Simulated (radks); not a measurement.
Charge is removed step by step from the 1s1/2 level of the beryllium ion Be2+, starting from [He]. All-electron calculation, Dirac Kohn-Sham, PBE, spin-unpolarised, spherical densities, point nucleus. Program: a radial shooting solver on a logarithmic mesh with Libxc functionals.

removed (e),E - E(0) (eV),eigenvalue (eV),E minus straight line (eV)
0,0.000,-132.28,0.000
0.25,34.689,-145.29,-5.005
0.5,72.670,-158.61,-6.718
0.75,114.01,-172.18,-5.068
1,158.78,-185.92,0.000

Removing the whole electron costs 158.78 eV by Delta-SCF, against 132.28 eV from minus the eigenvalue at the starting occupation. Slater's transition state (half an electron removed) gives 158.61 eV. Integrating minus the eigenvalue over the occupation (Janak's theorem) gives 158.78 eV. The mean slope of the eigenvalue, de/dn, is 53.6 eV per electron. Ionisation energy of Be2+ in the NIST Atomic Spectra Database: 153.90 eV (theoretical).

Beside tabulated values, note that spin-unpolarised runs miss the spin-polarisation part of the exchange energy of open shells.
